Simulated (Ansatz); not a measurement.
C2H10InNSi (`C[NH][In]([CH3])[SiH3]`). Total charge 0; spin multiplicity 1. In: def2 effective core potential.

```xyz
15

C     1.4248   -0.2682   -2.0167
N     1.3441   -0.4697   -0.5912
In   -0.1786   -0.0379    0.6644
C     0.2371   -0.5459    2.7126
Si   -2.2311    1.0106   -0.4581
H     1.5847   -1.2046   -2.5688
H     0.4912    0.1628   -2.3883
H     2.2306    0.4214   -2.3040
H     2.1850   -0.8781   -0.2120
H    -0.4993   -1.2612    3.0823
H     1.2314   -0.9859    2.7973
H     0.1896    0.3448    3.3411
H    -2.3772    2.4406   -0.0634
H    -3.4818    0.3102   -0.0506
H    -2.1507    0.9612   -1.9446
```

Q: What are the harmonic wavenumbers in cm⁻¹ at PBE0-D4/def2-TZVP (Ansatz, finite differences of forces, unscaled)? (Estimate.)

A: Computed: 33, 40, 74, 96, 97, 117, 145, 256, 289, 415, 457, 477, 506, 544, 684, 711, 856, 940, 942, 1079, 1131, 1142, 1192, 1382, 1449, 1451, 1454, 1480, 1510, 2199, 2208, 2212, 2985, 3022, 3060, 3092, 3149, 3157, 3601.

Q: Is this a minimum?

A: Yes, all 39 modes are real.

Q: Give the ideal-gas thermochemistry at 298.15 K and 1 bar (rigid rotor, harmonic oscillator; point group C1, symmetry number 1).

A: Zero-point energy 296.9 kJ/mol; H(298) − E = 327.7 kJ/mol; entropy 445.0 J/(mol·K), of which translation 174.4, rotation 120.2, vibration 150.4; G(298) − E = 195.1 kJ/mol. Modes under 100 cm⁻¹ are hindered rotations or soft bends, so the harmonic entropy is rough.

Q: And at 400, 500, 600, 800 and 1000 K?

A: 
| T (K) | H − E (kJ/mol) | S (J/mol/K) | G − E (kJ/mol) |
| --- | --- | --- | --- |
| 400 | 344.5 | 493.2 | 147.2 |
| 500 | 363.4 | 535.3 | 95.8 |
| 600 | 384.3 | 573.4 | 40.3 |
| 800 | 431.2 | 640.6 | -81.3 |
| 1000 | 483.2 | 698.6 | -215.3 |
